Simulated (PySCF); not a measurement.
**Pm⁴⁷⁺ (promethium, charge +47): Hartree-Fock from Schrödinger to Dirac-Coulomb-Breit**

Occupied: 1s1/2, 2s1/2, 2p1/2, 2p3/2, 3s1/2, 3p1/2. Hartree-Fock calculated with PySCF 2.14 in an uncontracted even-tempered set (17 s from 5.1 bohr⁻², ratio 2.7; 13 p from 6.1 bohr⁻², ratio 2.7), Gaussian nucleus throughout. NR is non-relativistic, sf-X2C the spin-free one-electron X2C Hamiltonian, X2C adds the bare one-electron spin-orbit term, X2C-SNSO screens it by Boettger's factors, DC is four-component Dirac-Coulomb, and the Gaunt and Breit terms are added at first order (total energies over the DC spinors, levels after relaxing the spinors in that mean field). QED terms are absent. Levels marked empty are virtual spinors of this ion; the basis has s and p functions only, so 3d, which can lie below the n = 4 levels, is absent.

```csv
Hamiltonian,E (hartree),E − E(DC) (hartree),CPU seconds
X2C,-7872.4690,2.2219,0.22
X2C-SNSO,-7871.8707,2.8202,0.22
DC,-7874.6909,0.0000,9.2
DC+Gaunt,-7866.4459,8.2450,16
DC+Breit,-7867.1962,7.4947,44
```

```json
{"level (eV)": "1s1/2", "X2C": "-48615.5", "X2C-SNSO": "-48616.3", "DC": "-48661.1", "DC+Gaunt": "-48530.9", "DC+Breit": "-48539.8"}
{"level (eV)": "2s1/2", "X2C": "-10544.1", "X2C-SNSO": "-10544.4", "DC": "-10550.2", "DC+Gaunt": "-10536.7", "DC+Breit": "-10537.7"}
{"level (eV)": "2p1/2", "X2C": "-10188.0", "X2C-SNSO": "-10172.8", "DC": "-10175.7", "DC+Gaunt": "-10152.5", "DC+Breit": "-10154.9"}
{"level (eV)": "2p3/2", "X2C": "-9574.8", "X2C-SNSO": "-9580.7", "DC": "-9585.0", "DC+Gaunt": "-9569.2", "DC+Breit": "-9571.5"}
{"level (eV)": "3s1/2", "X2C": "-4181.3", "X2C-SNSO": "-4181.4", "DC": "-4182.8", "DC+Gaunt": "-4179.5", "DC+Breit": "-4179.8"}
{"level (eV)": "3p1/2", "X2C": "-4061.9", "X2C-SNSO": "-4058.1", "DC": "-4058.8", "DC+Gaunt": "-4052.9", "DC+Breit": "-4053.7"}
{"level (eV)": "3p3/2 (empty)", "X2C": "-3813.2", "X2C-SNSO": "-3814.7", "DC": "-3815.6", "DC+Gaunt": "-3811.8", "DC+Breit": "-3812.6"}
{"level (eV)": "4s1/2 (empty)", "X2C": "-2158.2", "X2C-SNSO": "-2158.2", "DC": "-2158.7", "DC+Gaunt": "-2157.4", "DC+Breit": "-2157.6"}
```

```json
{"interval (eV)": "2p3/2 − 2p1/2", "X2C": "613.2", "X2C-SNSO": "592.1", "DC": "590.7", "DC+Gaunt": "583.3", "DC+Breit": "583.4"}
```

Weight of the small component: 1s1/2 0.0513, 2s1/2 0.0116, 2p1/2 0.0115, 2p3/2 0.0108, 3s1/2 0.00438, 3p1/2 0.00433, 3p3/2 0.00410, 4s1/2 0.00203.

Koopmans' value for the highest occupied level at DC+Breit: 4053.7 eV, against an ionisation energy of 4056 ± 4 eV (theoretical estimate listed by NIST; NIST Atomic Spectra Database, ionization energies); the former lacks relaxation, correlation, QED and recoil.

The whole ladder took 71 s of wall time on 1 thread of Neoverse-V1 (shared host), launched as `OMP_NUM_THREADS=1 python relrun2.py TASK.json OUT` (a driver that calls PySCF for each Hamiltonian).

Dirac-Coulomb iterations, started from the X2C spinors:

```
with_ssss True, with_gaunt False, with_breit False
light speed = 137.03599967994
init E= -7839.87567563094
cycle= 1 E= -7874.6899649461  delta_E= -34.8  |g|= 1.85  |ddm|= 0.149
cycle= 2 E= -7874.69091904824  delta_E= -0.000954  |g|= 0.0267  |ddm|= 0.0121
cycle= 3 E= -7874.69092042196  delta_E= -1.37e-06  |g|= 0.001  |ddm|= 0.000701
cycle= 4 E= -7874.69092042403  delta_E= -2.07e-09  |g|= 4.84e-06  |ddm|= 2.18e-05
```
